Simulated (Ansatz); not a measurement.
Isolated molecules relaxed with PBE0-D4/def2-TZVP in Ansatz; ΔE leaves out vibrations. CCSD(T)/CBS adds triple-zeta CCSD(T) − MP2 to the extrapolated MP2 energy (def2 sets, frozen cores). Functionals use def2-TZVPP. B3LYP here is the variant with VWN-RPA as its local correlation; programs differ in this. For Ge outer-core shells are correlated without core-valence functions, which leaves a few kJ/mol of doubt a bond. Scalar relativity is left out up to krypton. Each species was taken in one conformer, which may not be the lowest.

Reaction (redistribution): `F[CH](F)[GeH3]` + `BN[SiH2]Cl` → `Cl[SiH2][NH][GeH3]` + `BC(F)F`

`F[CH](F)[GeH3]`:

Z-matrix (Å, degrees):
```
C
F 1 1.362
Ge 1 1.997 2 110.1
F 1 1.362 2 107.4 3 119.9
H 1 1.096 2 107.5 3 -124.7
H 3 1.534 1 108.2 2 179.5
H 3 1.534 1 108.2 2 -61.1
H 3 1.532 1 108.1 2 59.2
```

`BN[SiH2]Cl`:

Cartesian coordinates in Å:
```
B 0.252 -1.409 -0.671
N 0.140 -0.517 0.405
Si -0.094 1.192 0.277
Cl -2.014 1.715 0.790
H 0.194 -0.977 -1.786
H 0.408 -2.576 -0.458
H 0.181 -0.908 1.337
H 0.792 1.896 1.231
H 0.142 1.584 -1.125
```

`Cl[SiH2][NH][GeH3]`:

Z-matrix (Å, degrees):
```
Si
N 1 1.700
Cl 1 2.071 2 113.9
H 1 1.480 2 109.8 3 118.4
H 1 1.479 2 108.8 3 -117.5
Ge 2 1.848 1 126.2 3 77.6
H 2 1.010 1 116.5 3 -82.3
H 6 1.537 2 108.4 1 140.5
H 6 1.533 2 105.9 1 21.0
H 6 1.539 2 110.9 1 -99.2
```

`BC(F)F`:

```xyz
7

B    -0.491    0.804   -0.018
C     0.328   -0.543    0.007
F     1.678   -0.374   -0.083
F     0.094   -1.315    1.108
H    -1.566    0.834    0.494
H    -0.061    1.729   -0.633
H     0.018   -1.137   -0.875
```

Task: Is it downhill or uphill in electronic energy at CCSD(T)/CBS, and by how much? (An estimate is asked.)

Result: Computed: Uphill: ΔE = +1.09 eV.

Task: What do these levels give: LDA (SPW92), B3LYP-D4, r2SCAN0-D4, BHLYP-D4, MP2/def2-TZVPP, CCSD/def2-TZVPP? (Estimate.)

Result: The calculation gave: LDA (SPW92) 1.30, B3LYP-D4 1.13, r2SCAN0-D4 1.12, BHLYP-D4 1.04, MP2/def2-TZVPP 1.08, CCSD/def2-TZVPP 1.06 eV.

Largest T1 diagnostic among the species: 0.012.

From r2SCAN to r2SCAN0 (25 % exact exchange), in def2-TZVPP and without D4, ΔE moves by −0.04 eV. In def2-TZVPP, CCSD(T) changes the Hartree–Fock value by +0.17 eV (the triples alone add +0.03 eV) and MP2 by +0.16 eV. At CCSD(T), def2-SVP lies +0.09 eV from the extrapolated value and def2-TZVPP +0.00 eV.
